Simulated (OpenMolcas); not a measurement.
Computed levels of 3d in ions with 19 electrons, in cm-1 above ²D_3/2.

```
Program             : OpenMolcas
Method              : SS-CASPT2, IPEA 0.25 Eh, imaginary shift 0.1 Eh
Basis               : ANO-RCC-VTZP
Scalar Hamiltonian  : DKH2, point nucleus
Spin-orbit coupling : RASSI with atomic mean-field integrals over the reference wave functions, term energies averaged over their components
```

Active space for each ion: 1 electron in 5 orbitals (3d); closed shells correlated by CASPT2: 3s 3p.

| Level | Sc2+ | Ti3+ | V4+ | Mn6+ | Fe7+ |
| --- | --- | --- | --- | --- | --- |
| ²D_5/2 | 196 | 373 | 612 | 1329 | 1808 |

Question: Estimate ²D_5/2 for Cr5+ from its neighbours V4+ and Mn6+.

Answer: ²D_5/2 is fine structure, which grows about as the fourth power of a screened charge, so the fourth roots are averaged: ((612^0.25 + 1329^0.25) / 2)^4 = 919. The calculation gives 923, so the estimate is off by -0.4 %; the measured value is 940 (Sugar and Corliss, J. Phys. Chem. Ref. Data 6, 317 (1977)).

CASPT2 does not keep the components of a term degenerate, so their means are used; among the terms shown or strongly mixed into the levels shown the widest spread is 19 cm-1 (3d ²D, Fe7+). With one active electron, CASPT2 adds the correlation within the correlated inactive shells and between them and that electron, and leaves the splitting within a term as the reference gives it. Measured partners are found by configuration, term and J. A level has none where our copy of the source lacks it or the pairing is in doubt (some pairs that miss far off the trend of their configuration count as doubtful), and it then counts in no deviation. Levels of configurations outside the active space are missing.
